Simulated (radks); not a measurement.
The numbers below are computed, except where a source is named.
Spherical quantum dot in the effective-mass picture: electrons in a hard-walled sphere of radius 4.25, all in effective atomic units (hartree* = m*/eps^2 hartree, bohr* = eps/m* bohr), one dielectric constant everywhere. Level of theory: non-relativistic Kohn-Sham, PBEsol, spin-polarised, spherical densities (a radial shooting solver with Libxc functionals). Levels are named by radial order and angular momentum (1s, 1p, 1d, 2s, ...), and open shells are averaged over m.

N = 26, configuration 1s2 1p6 1d10 1f(up 7, down 1). This is the lowest configuration that the search found. Occupied and some empty levels:

level    occupation  eigenvalue (hartree*)  <r> (bohr*)
1s up             1                 7.8828        2.972
1s down           1                 7.9365        2.952
1p up             3                 8.0137        3.052
1p down           3                 8.0702        3.039
1d up             5                 8.2491        3.128
1d down           5                 8.3079        3.120
1f up             7                 8.5768        3.196
1f down           1                 8.6375        3.191
2s up             0                 8.9687        1.912
2s down           0                 8.9865        1.910
1g up             0                 8.9893        3.255
1g down           0                 9.0515        3.251
2p up             0                 9.4168        2.234
2p down           0                 9.4416        2.228
2d up             0                 9.9648        2.436
2d down           0                 9.9959        2.429

Energy (hartree*): total 118.289, kinetic 28.624, external 0, Hartree 100.54, exchange-correlation -10.876.
